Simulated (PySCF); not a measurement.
## Radial density of P⁺ (phosphorus, charge +1)

UHF, [Ne] 3s2 3p2, high-spin 3P determinant. All numbers are calculated (PySCF 2.14, the spin-free X2C one-electron Hamiltonian (Gaussian nucleus), in cc-pVDZ-DK (4s3p1d, 18 functions)).

```
r (bohr)  4πr²ρ (e/bohr)  4πr²(ρα − ρβ)
 0.00147         0.06795         0.0000
 0.00247          0.1822         0.0000
 0.00416          0.4684         0.0000
 0.00700           1.177         0.0001
  0.0118           2.815         0.0002
  0.0198           6.152         0.0005
  0.0333           11.48         0.0018
  0.0560           16.48         0.0076
  0.0942           15.80         0.0320
   0.159           11.04         0.1056
   0.267           13.70         0.1956
   0.448           15.01         0.1038
   0.754           5.383         0.0443
    1.27           2.218         0.7612
    2.13           1.853         0.9582
    3.59          0.2785         0.1869
    6.04        0.004553         0.0040
```

Densities and radii are taken from the X2C orbitals without a picture-change correction, which distorts them close to the nucleus.
